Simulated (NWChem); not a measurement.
System: AgNH4O; SMILES [NH3]->[Ag][OH]

NWChem input:

```
start job
memory heap 200 mb stack 900 mb global 1100 mb
geometry units angstroms
  Ag     0.013160     0.035427     0.023036
  O      1.238774     0.654283     1.488062
  H      1.232588     1.583518     1.717529
  N     -1.282849    -0.904554    -1.598680
  H     -1.916260    -0.236976    -2.023142
  H     -1.849880    -1.659397    -1.219744
  H     -0.717558    -1.296174    -2.338477
end
basis spherical
  * library def2-svp
end
ecp
  Ag library def2-ecp
end
dft
  xc pbe0
  iterations 150
end
driver
  maxiter 120
end
task dft optimize
dft
  grid fine
  convergence energy 1d-8 density 1d-7
end
task dft freq numerical
```

def2 effective core potentials on Ag; no spin-orbit coupling.

The level has its own optimisation; frequencies are unscaled.

Question: Predict the main results of this run. (PBE0/def2-SVP with def2 effective core potentials on Ag.) Quantities: r Ag–O (Å); r Ag–N (Å); r H–O (Å); r H–N (Å); highest harmonic frequency (cm⁻¹); lowest (cm⁻¹); zero-point energy (kcal/mol).

Answer: 
```json
{
 "r Ag–O (Å)": "1.975",
 "r Ag–N (Å)": "2.150",
 "r H–O (Å)": "0.964",
 "r H–N (Å)": "1.020",
 "highest harmonic frequency (cm⁻¹)": "3879",
 "lowest (cm⁻¹)": "20",
 "zero-point energy (kcal/mol)": "31.9"
}
```
